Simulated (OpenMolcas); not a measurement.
Ir5+ among 6 point charges of -1.1 e arranged as an octahedron (Oh), 2.24 Å from the ion.

- Program: OpenMolcas
- Method: CASSCF
- Basis: ANO-RCC-VDZP [7s6p4d2f]
- Scalar Hamiltonian: DKH2, point nucleus
- Active space: 4 electrons in 5 orbitals (5d)
- State averaging: 2S+1 = 5 even, 5 roots; 2S+1 = 3 even, 45 roots; 2S+1 = 1 even, 50 roots
- Spin-orbit coupling: state interaction with AMFI integrals over the reference wave functions

**Question.** What is the spin-free ground state (labels of O, the rotations of Oh)?

**Answer.** 5E, 2-fold in its orbital part, 100 % from free-ion D terms; it has the highest spin that d4 allows.

**Question.** Where is the first state of the same spin?

**Answer.** 5T2 at 2540 cm-1 above the ground state.

**Question.** What are the lowest two levels with spin-orbit coupling?

**Answer.** A 1-fold level A1, then a 3-fold level T1 5494 cm-1 above it. Their leading multiplicities are 5 (65 %) and 5 (85 %).

**Question.** What is χT at 300 K?

**Answer.** 0.05 cm3 K/mol.

**Question.** Which ligand-field parameters describe the states?

**Answer.** A least-squares ligand-field fit to the states below 45000 cm-1, each weighted by its degeneracy and with a free common offset, gives 10Dq = 2647 cm-1, B = 939 cm-1 and C = 3912 cm-1 (C/B = 4.17), with an rms deviation of 27 cm-1. 

Spin-orbit coupling mixes the spin-free states strongly: the lowest level takes only 34 % from its leading state, 5T2, which lies 2545 cm-1 above the lowest spin-free state. Without dynamic correlation the repulsion within the d shell is too large (B by tens of per cent), so at a given field states of lower spin stand too high. Point charges give a weaker field than real ligands, and real ions of this kind are as a rule low spin; the high spin found here belongs to the model. This field is weak: 10Dq is about 2647 cm-1, while octahedral complexes of 5d ions of charge 3 and more, computed by the same method with explicit ligands, had a median near 35000 cm-1. Ground spin and moment need not be those of a real site. The ground term spreads over less than 5000 cm-1, several times less than with real ligands, so orbital moments are less quenched and χT lies further from the spin-only value than at real sites. Point charges carry no covalency, so the field is a model and not that of real ligands. No measured value stands beside these numbers.
